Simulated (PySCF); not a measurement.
Bibenzyl, C14H14.
Bonds: C1–C2 (aromatic), C2–C3 (aromatic), C3–C4 (aromatic), C4–C5, C5–C6, C6–C7, C7–C8 (aromatic), C8–C9 (aromatic), C9–C10 (aromatic), C10–C11 (aromatic), C11–C12 (aromatic), C4–C13 (aromatic), C13–C14 (aromatic), C1–C14 (aromatic), C7–C12 (aromatic). Hydrogens: H15 on C1; H16 on C2; H17 on C3; H18, H19 on C5; H20, H21 on C6; H22 on C8; H23 on C9; H24 on C10; H25 on C11; H26 on C12; H27 on C13; H28 on C14.

Probes without a nucleus sit at each ring's centroid and 1 Å off its mean plane on both sides; NICS is minus the shielding there, NICSzz its component along the normal. Level: GIAO PBE/pcSseg-1 (PySCF, non-relativistic, gas phase) on the PBE0-D3(BJ)/def2-SVP geometry, one conformer.

Ring bond lengths (Å): C1–C2 1.394, C2–C3 1.393, C3–C4 1.400, C4–C13 1.400, C13–C14 1.393, C14–C1 1.394; C7–C8 1.400, C8–C9 1.393, C9–C10 1.394, C10–C11 1.394, C11–C12 1.393, C12–C7 1.400.

Q: Give the NICS values of each ring in ppm.

A: 
| ring | type | NICS(0) | NICS(1), two faces | NICS(1)zz, two faces | rms pucker (Å) | centre to ring atoms, mean (Å) |
| --- | --- | --- | --- | --- | --- | --- |
| C1–C2–C3–C4–C13–C14 | 6-membered carbocycle; formal bonds all aromatic | -8.3 | -10.9 / -10.8 | -27.5 / -26.6 | 0.00 | 1.40 |
| C7–C8–C9–C10–C11–C12 | 6-membered carbocycle; formal bonds all aromatic | -8.3 | -10.8 / -10.9 | -26.6 / -27.5 | 0.00 | 1.40 |

Q: What do they say, and how far can they be read as aromaticity?

A: 
- C1–C2–C3–C4–C13–C14: mean NICS(1)zz -27.1 ppm, shielded. For a flat ring without four-coordinate atoms the NICS criterion counts such a value as aromatic.
- C7–C8–C9–C10–C11–C12: mean NICS(1)zz -27.1 ppm, shielded. For a flat ring without four-coordinate atoms the NICS criterion counts such a value as aromatic.

Q: How equal are the bonds by HOMA? Use HOMA with the parameters of Krygowski (1993).

A: 
- C1–C2–C3–C4–C13–C14: HOMA 0.98 = 1 − EN − GEO, with mean bond length 1.396 Å, EN = α(Ropt − mean)² = 0.016 and GEO = α × variance = 0.002. The geometric and the magnetic index point the same way.
- C7–C8–C9–C10–C11–C12: HOMA 0.98 = 1 − EN − GEO, with mean bond length 1.396 Å, EN = α(Ropt − mean)² = 0.015 and GEO = α × variance = 0.002. The geometric and the magnetic index point the same way.

Q: What are the shieldings of the ring atoms and their hydrogens in the same run (means over atoms taken as equivalent)?

A: 
| atoms | environment | σ isotropic (ppm) |
| --- | --- | --- |
| C1 (×2) | aromatic CH carbon | 50.7 |
| C2 (×4) | aromatic CH carbon | 48.2 |
| C3 (×4) | aromatic CH carbon | 48.2 |
| C4 (×2) | substituted aromatic carbon | 33.8 |
| H15 (×2) | aromatic hydrogen | 23.95 |
| H16 (×4) | aromatic hydrogen | 23.84 |
| H17 (×4) | aromatic hydrogen | 23.92 |

Q: How do the values depend on the level or the medium?

A: 
```json
{"level": "PBE/pcSseg-1, gas", "NICS(0), C1–C2–C3–C4–C13–C14": "-8.3", "mean NICS(1)zz, C1–C2–C3–C4–C13–C14": "-27.1", "NICS(0), C7–C8–C9–C10–C11–C12": "-8.3", "mean NICS(1)zz, C7–C8–C9–C10–C11–C12": "-27.1"}
{"level": "PBE0/pcSseg-1, gas", "NICS(0), C1–C2–C3–C4–C13–C14": "-8.7", "mean NICS(1)zz, C1–C2–C3–C4–C13–C14": "-28.1", "NICS(0), C7–C8–C9–C10–C11–C12": "-8.7", "mean NICS(1)zz, C7–C8–C9–C10–C11–C12": "-28.1"}
```

The geometry is the same throughout.

Shape of the structure used: `[cH:1]1[cH:2][cH:3][c:4]([CH2:5][CH2:6][c:7]2[cH:8][cH:9][cH:10][cH:11][cH:12]2)[cH:13][cH:14]1`: C3–C4–C5–C6 -89°, C4–C5–C6–C7 180°, C5–C6–C7–C8 -89°.
